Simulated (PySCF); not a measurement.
State search for TlSn⁺

Unrestricted PBE0; basis Tl cc-pVDZ-PP with ECP60, Sn cc-pVDZ-PP with ECP28; scalar-relativistic core potentials; PySCF 2.14. Outer shells of the fragments: Tl+ 5d10 6s2; Sn 4d10 5s2 5p2.

Followed along the bond (rough minima from three points):

```
2Ms+1  unpaired  ⟨S²⟩ at the start  R at minimum (Å)  Te (eV)
    3  σ ↑, π ↑               2.01              3.38     0.00
    1  σ ↑, π ↓               1.01              3.38     0.23
    1      none               0.00              3.51     0.45
    3      π ↑↑               2.00              3.03     0.57
    1      π ↑↓               1.01              3.03     0.81
```

Solutions found at the starting distance of 2.880 Å, counted from the lowest of them; the search is not exhaustive and high or unbound solutions are not listed, so other states can lie among these:

| 2Ms+1 | unpaired | term | E (eV) | ⟨S²⟩ | ⟨Lz²⟩ | μ (D) |
| --- | --- | --- | --- | --- | --- | --- |
| 3 | σ ↑, π ↑ | ³Π | 0.00 | 2.01 | 1.00 | 1.09 |
| 1 | σ ↑, π ↓ | mixed | 0.22 | 1.01 | 1.00 | 1.16 |
| 3 | π ↑↑ | ³Σ⁻ | 0.31 | 2.00 | 0.00 | -0.24 |
| 1 | π ↑↓ | mixed | 0.55 | 1.01 | 2.01 | -0.05 |
| 1 | none | ¹Σ⁺ | 0.81 | 0.00 | 0.00 | 2.83 |
| 1 | none | mixed | 1.20 | 0.00 | 2.00 | 0.55 |
| 3 | π ↑↑ | mixed | 2.83 | 2.01 | 2.01 | 4.86 |
| 3 | σ ↑↑ | ³Σ⁺ | 4.96 | 2.00 | 0.00 | 6.30 |

A term symbol is given only where ⟨S²⟩ and ⟨Lz²⟩ are close to those of a pure state; real π, δ and φ orbitals otherwise mix terms. A positive dipole points towards Sn; it is taken about the centre of mass and depends on that origin.

These are scalar-relativistic numbers at best; spin–orbit coupling would shift them, the dissociation energy most.
